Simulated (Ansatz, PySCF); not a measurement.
Dissociation curve of HCl (cation, charge +1), doublet.

Methods: UKS-PBE = Ansatz (an electronic-structure program) with unrestricted PBE/cc-pVDZ; UKS-M06-2X = unrestricted M06-2X/cc-pVDZ (PySCF 2.14.0); UCCSD(T) = CCSD(T) on UHF/cc-pVDZ, 5 core orbitals frozen (PySCF).

Energies relative to the lowest point of each curve near equilibrium, in mEh; the last columns give the difference from UCCSD(T):

```csv
R / Å,UKS-PBE,UKS-M06-2X,UCCSD(T),UKS-PBE − UCCSD(T),UKS-M06-2X − UCCSD(T)
1.07,58.7,55.2,55.4,3.4,-0.2
1.12,35.3,32.4,32.3,3.0,0.1
1.19,14.4,12.6,12.3,2.1,0.3
1.26,3.7,2.8,2.6,1.1,0.2
1.27,2.8,2.0,1.8,1.0,0.2
1.32,0.1,0.0,0.0,0.1,0.0
1.37,0.0,0.5,0.8,-0.8,-0.3
1.40,0.9,1.8,2.2,-1.3,-0.4
1.44,3.0,4.3,5.0,-2.0,-0.7
1.52,9.4,11.6,12.9,-3.5,-1.3
1.64,22.4,25.9,28.0,-5.6,-2.0
1.78,39.6,44.6,47.3,-7.7,-2.7
1.98,63.5,70.7,74.0,-10.6,-3.3
2.17,82.6,92.0,96.2,-13.6,-4.2
2.36,96.1,107.9,114.4,-18.3,-6.5
2.65,108.3,123.0,135.2,-26.9,-12.2
2.89,113.7,130.9,146.6,-32.9,-15.7
3.24,117.6,138.0,155.6,-37.9,-17.5
3.53,118.7,141.3,158.7,-40.0,-17.4
3.99,118.3,143.8,160.5,-42.1,-16.7
4.68,115.6,144.3,160.9,-45.4,-16.7
5.29,112.8,143.7,161.0,-48.2,-17.4
```

UKS-PBE is furthest from UCCSD(T) at 5.29 (-48.2 mEh, below); its mean absolute difference over the points is 15.8 mEh.

UKS-M06-2X is furthest from UCCSD(T) at 3.24 (-17.5 mEh, below); its mean absolute difference over the points is 6.2 mEh.

The unrestricted determinant behind UKS-PBE, UKS-M06-2X is spin-contaminated at 2.36 to 5.29 Å (<S²> up to 1.3, against 0.75 for a pure doublet). At the longest distance UKS-M06-2X leaves fractional charges on the fragments, a sign of delocalisation error or of the restricted form. The unrestricted determinant behind UCCSD(T) is spin-contaminated at 1.98 to 5.29 Å (<S²> up to 1.8, against 0.75 for a pure doublet).
